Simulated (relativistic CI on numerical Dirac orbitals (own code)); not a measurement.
**Ce⁷⁺: q coefficients and field-shift factors**

Method of calculation: Dirac-Coulomb-Breit CI, orbitals from a KLI potential per configuration, derivatives by finite differences, unscaled Slater integrals, QED left out (own radial code, finite nucleus).

Configuration list (outside the closed core [Kr] 4d10): 5s²5p³, 5s²5p²4f, 5s5p⁴, 5s²5p²5d, 5p⁵, 5s²5p4f², 5s²4f³, 5s²4f²5d, 5s²5p5d², 5s²4f5d², 5s²5d³. Double excitations out of closed p, d and f shells are left out; levels of such configurations are missing from the list, as are those of other unlisted configurations, and high levels can miss mixing partners.

With x = (α/α₀)² − 1 an excitation energy changes as ω = ω₀ + qx; K = 2q/ω₀ is the relative enhancement. Terms are leading LS components, so labels can repeat. The field-shift factor is F = δν/δ⟨r²⟩ for the transition from the lowest level.

Lowest level 5s²5p³ ⁴S°3/2.

```
          Level  ω₀ (cm⁻¹)  q (cm⁻¹)      K  F (GHz/fm²)
  5s²5p³ ²D°3/2    24662.0     21510   1.74       -0.898
  5s²5p³ ²D°5/2    33700.6     26480   1.57        -1.06
  5s²5p³ ²P°1/2    44501.6     27240   1.22        -2.28
  5s²5p³ ²P°3/2    66003.8     57770   1.75        -3.61
5s²5p²4f ⁴G°5/2    75798.4     24450  0.645        -5.24
5s²5p²4f ⁴D°7/2    79772.4     27130   0.68        -5.24
5s²5p²4f ⁴G°7/2    94725.9     51700   1.09        -6.61
5s²5p²4f ²D°5/2    95078.8     50940   1.07        -6.57
5s²5p²4f ²G°7/2    97992.7     53120   1.08         -6.6
5s²5p²4f ⁴G°9/2    98235.7     54560   1.11        -6.61
5s²5p²4f ⁴F°3/2   100235.6     52590   1.05        -6.65
5s²5p²4f ⁴D°5/2   101218.1     55370   1.09        -6.65
5s²5p²4f ²G°9/2   103703.2     53810   1.04         -6.6
```

At this charge configurations can still be misplaced by up to about 7 % of their energy. Levels and lines within the n = 5 or 6 shells can be off by up to 10 % or somewhat more, and those that change n by about 2 %, since core polarisation is missing. Levels that differ in their count of f electrons can be misplaced by several ten thousand cm⁻¹, since the correlation energy of f electrons is missing or only estimated; rates across such gaps can be off by orders of magnitude.
